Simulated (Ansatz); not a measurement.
Cartesian coordinates in Å:
```
N 1.152 -1.938 -1.664
C 0.595 -1.102 -1.104
Ge -0.338 0.287 -0.194
Cl -2.399 -0.143 -0.203
Cl 0.068 2.126 -1.137
C 0.278 0.359 1.606
N 0.644 0.411 2.696
```

Charge 0, multiplicity 1.

List the ωB97M-V/def2-TZVPP orbital energies in eV (Ansatz 0.2.0). (An estimate is asked.)

The calculation gave: Occupied: -10870.30, -2773.40, -2773.40, -1366.00, -1213.74, -1213.73, -1213.73, -396.12, -396.12, -283.34, -283.34, -263.78, -263.78, -201.28, -201.28, -201.11, -201.11, -201.11, -201.11, -177.86, -127.12, -127.10, -127.08, -39.94, -39.93, -39.91, -39.84, -39.83, -29.26, -29.20, -27.60, -26.82, -21.43, -17.89, -16.09, -15.22, -14.18, -14.13, -13.56, -13.55, -13.31, -13.23, -13.07, -12.82, -12.81, -12.63. Lowest empty: -0.25, -0.16, 0.91, 1.40, 1.98, 2.91, 3.92, 4.37.
